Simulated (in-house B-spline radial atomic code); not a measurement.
Ionising Ag VII (Ag6+) with different functionals

Computed with an all-electron radial atomic-structure program (B-spline basis): non-relativistic Hamiltonian, point nucleus, spin-polarised at highest spin, spherical fractional occupations for the functionals, and exact exchange of hybrids averaged over the configuration. The ionisation energy is the difference of two self-consistent energies, [Kr] 4d5 → [Kr] 4d4, without Breit or QED terms; ε is the level of the shell that loses the electron (its least bound occupied spin orbital). There is no spin-orbit coupling in this Hamiltonian.

```json
{"method": "PBE0", "rung": "global hybrid", "ΔSCF (eV)": "108.15", "-ε(4d) (eV)": "101.28"}
{"method": "B3LYP", "rung": "global hybrid", "ΔSCF (eV)": "107.97", "-ε(4d) (eV)": "100.56"}
{"method": "TPSSh", "rung": "global hybrid", "ΔSCF (eV)": "108.07", "-ε(4d) (eV)": "99.64"}
{"method": "M06-2X", "rung": "global hybrid", "ΔSCF (eV)": "107.56", "-ε(4d) (eV)": "103.67"}
{"method": "BHandHLYP", "rung": "global hybrid", "ΔSCF (eV)": "108.01", "-ε(4d) (eV)": "103.74"}
{"method": "r2SCAN0", "rung": "global hybrid", "ΔSCF (eV)": "108.65", "-ε(4d) (eV)": "101.84"}
{"method": "B97-1", "rung": "global hybrid", "ΔSCF (eV)": "107.81", "-ε(4d) (eV)": "100.50"}
{"method": "HSE06", "rung": "range-separated hybrid", "ΔSCF (eV)": "108.12", "-ε(4d) (eV)": "100.83"}
{"method": "wB97X", "rung": "range-separated hybrid", "ΔSCF (eV)": "?", "-ε(4d) (eV)": "?"}
{"method": "CAM-B3LYP", "rung": "range-separated hybrid", "ΔSCF (eV)": "107.92", "-ε(4d) (eV)": "102.51"}
{"method": "LC-wPBE", "rung": "range-separated hybrid", "ΔSCF (eV)": "?", "-ε(4d) (eV)": "?"}
```

Problem. What does LC-wPBE give?

Solution. ΔSCF 107.98 eV, and -ε(4d) = 103.85 eV.

Problem. What does wB97X give?

Solution. ΔSCF 107.67 eV, and -ε(4d) = 103.40 eV.

Problem. Among the functionals, which spreads more, the ΔSCF values or the orbital energies?

Solution. The orbital energies: ΔSCF values span about 1.08 eV and the orbital energies 4.21 eV.

Problem. How do they compare with the NIST value?

Solution. NIST lists 106 eV ± 2 (tabulated theory, ground level to ground level). Errors run from +1.56 to +2.65 eV; all lie within about twice that uncertainty, so the table can't rank the methods.
